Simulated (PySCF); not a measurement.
**How ionic is MCl along the alkaline earths?**

PBE0 in PySCF with def2-SVP on every atom (core potentials on Sr), for the lowest determinant that a PBE0 search found; no spin–orbit coupling. A negative dipole means M(+)Cl(−).

```tsv
M	state (unpaired electrons)	Re (Å)	μ (D)
Be	doublet (σ ↑)	1.838	-0.89
Mg	doublet (σ ↑)	2.231	-3.23
Ca	doublet (σ ↑)	2.422	-4.17
Sr	doublet (σ ↑)	2.591	-4.53
```

Q: Give the ionic character |μ|/(e·Re) of each, with 1 e·Å = 4.803 D, and the positive end.

A: BeCl 10 % (Be positive), MgCl 30 % (Mg positive), CaCl 36 % (Ca positive), SrCl 36 % (Sr positive). Lone pairs and polarisation enter μ too, so this number is only a rough measure of charge transfer.

Spin–orbit coupling is left out. States were picked by a PBE0 search and need not be the measured ground states.
